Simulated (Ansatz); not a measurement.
```yaml
crystal:
  periodic: [false, false, false]
  atoms:
    - {symbol: Pt, position_ang: [-0.568279, -0.632534, -1.419060]}
    - {symbol: Pt, position_ang: [-1.124064, 0.011003, 1.127086]}
    - {symbol: Sn, position_ang: [-0.523358, 1.979004, -0.903457]}
    - {symbol: Sn, position_ang: [0.739967, -2.073328, 0.398241]}
    - {symbol: Sn, position_ang: [1.475734, 0.715855, 0.797191]}
basis:
  gaussian: {orbitals: def2-TZVPD, point_charges: [{charge: 0.50, position_ang: [5.994, 0.366, 0.773]}]}
total_charge: 1
magnetization: {spin_polarized: true, initial_magnetization: 1}
hamiltonian: {xc: {name: wPBEh}}
output: {forces: true}
```

```sh
$ ansatz run in.yaml --threads 4 --pin off --events-out ev --progress --plain --max-ram 4787MiB
```

It prints (some lines left out):

```
Functional definition: wPBEh
2311 factors; integrals over basis functions are off by at most 3.1e-4 eV
112 factors; integrals over basis functions are off by at most 2.4e-5 eV
mean field evaluation 1: about -23951.7374 eV, gradient 8.6e1 eV
mean field evaluation 2: about -22614.4640 eV, gradient 3.4e2 eV
mean field evaluation 4: about -23940.5073 eV, gradient 9.7e1 eV
mean field evaluation 8: about -23986.6147 eV, gradient 7.6e0 eV
mean field evaluation 16: about -23987.1542 eV, gradient 7.0e-2 eV
mean field evaluation 32: about -23987.1542 eV, gradient 6.3e-4 eV
mean field evaluation 64: about -23987.1373 eV, gradient 2.9e-1 eV
mean field evaluation 96: about -23986.6220 eV, gradient 2.4e-1 eV
mean field -23987.15423241 eV, -881.5116589640 hartree, gradient 5.8e-6 eV, S^2 0.760832; 10 other end points of the search recorded, 0 dependent functions left out
reference -23987.15429559 eV, -881.5116612857 hartree; 51, 50 occupied and 203, 204 virtual orbitals, 2311 factors
Total energy: -23987.15429559 eV, -881.5116612857 hartree
Atom 0 at    -0.568279    -0.632534    -1.419060 Å, force     0.282084     0.319933     0.780826 eV/Å
Atom 1 at    -1.124064     0.011003     1.127086 Å, force     0.679262    -0.000881    -0.559434 eV/Å
Atom 2 at    -0.523358     1.979004    -0.903457 Å, force     0.083411    -0.621126     0.219608 eV/Å
Atom 3 at     0.739967    -2.073328     0.398241 Å, force    -0.351124     0.566431    -0.181165 eV/Å
Atom 4 at     1.475734     0.715855     0.797191 Å, force    -0.853675    -0.263540    -0.268820 eV/Å
Dipole moment:    -0.049153     0.110658    -0.004781 e Å
```

Run time 2 min (4 threads of Arm Neoverse V1 on a shared host), peak host memory 2 GiB.

In the def2 sets Pt, Sn take a core potential; there is no spin–orbit coupling.

The dipole of an ion depends on the origin.
